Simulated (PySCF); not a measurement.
CH₈GeOSi, SMILES C[SiH2][O][GeH3].

Geometry optimised at TPSSh-D3(BJ)/def2-SVP. This is a generated structure with no PubChem entry under its InChIKey; it may be hypothetical. The values are those of a single conformer.

Computed with PBE/def2-TZVP (PySCF).

The molecule is in vacuum.

Computed frontier levels, gap, dipole moment and polarisability:
```
Item                                                                                                           Result
---------------------------------------------------------------------------------------------  ----------------------
highest occupied level                                                                                       -6.79 eV
lowest empty level                                                                                           -0.86 eV
orbital gap                                                                                                   5.93 eV
dipole moment                                                                                                  0.34 D
quadrupole, principal values (traceless, Buckingham form, about the centre of nuclear charge)  -3.04, -2.13, 5.17 D·Å
mean static polarisability                                                                      74.4 bohr³ (11.02 Å³)
polarisability, principal values                                                               66.8, 69.1, 87.1 bohr³
```
